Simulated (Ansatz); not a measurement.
Basis sets compared for Zn₂Cu. The state is a doublet with charge 0. Geometry PBE-D4/def2-TZVP. Ansatz on 4 threads of Arm Neoverse V1 on a shared host; times are rough, and most runs start from earlier orbitals.

```tsv
atom	x (Å)	y (Å)	z (Å)
Cu1	0.001	0.000	-0.001
Zn2	0.241	-2.289	-0.910
Zn3	-0.243	2.288	0.910
```

The 6-31G sets use Cartesian d functions. B3LYP takes the VWN-RPA correlation. The structure comes from a short search, and lower isomers may exist.

Binding counts from free atoms (Cu doublet, Zn singlet) in the same basis, without a counterpoise term.

| level | functions | energy (Eh) | HOMO (eV) | LUMO (eV) | binding per atom (eV) | wall time |
| --- | --- | --- | --- | --- | --- | --- |
| PBE-D4/def2-SVP | 93 | -5197.7538 | -3.42 | -2.84 | 0.64 | 1.6 s |
| PBE-D4/def2-TZVP (with forces) | 141 | -5198.5571 | -3.78 | -3.19 | 0.48 | 2.7 s |
| r2SCAN-D4/def2-TZVP | 141 | -5199.2712 | -3.99 | -2.79 | 0.50 | 6.5 s |
| B3LYP-D4/6-31G | 87 | -5198.4148 | -3.86 | -2.43 | 0.56 | 2.7 s |
| B3LYP-D4/def2-TZVP | 141 | -5199.4852 | -4.12 | -2.67 | 0.34 | 4.3 s |
| PBE0-D4/def2-SVP | 93 | -5197.8054 | -3.88 | -2.03 | 0.50 | 2.6 s |
| PBE0-D4/def2-TZVP | 141 | -5198.5752 | -4.19 | -2.29 | 0.39 | 4.6 s |

Question: Estimate the rows for PBE-D4/def2-TZVPD, r2SCAN-D4/def2-TZVPD, PBE0-D4/def2-TZVPD.

Answer: 
| level | functions | energy (Eh) | HOMO (eV) | LUMO (eV) | binding per atom (eV) | wall time |
| --- | --- | --- | --- | --- | --- | --- |
| PBE-D4/def2-TZVPD | 150 | -5198.5575 | -3.79 | -3.20 | 0.48 | 3 s |
| r2SCAN-D4/def2-TZVPD | 150 | -5199.2714 | -4.00 | -2.80 | 0.50 | 9.5 s |
| PBE0-D4/def2-TZVPD | 150 | -5198.5755 | -4.20 | -2.30 | 0.39 | 4.8 s |
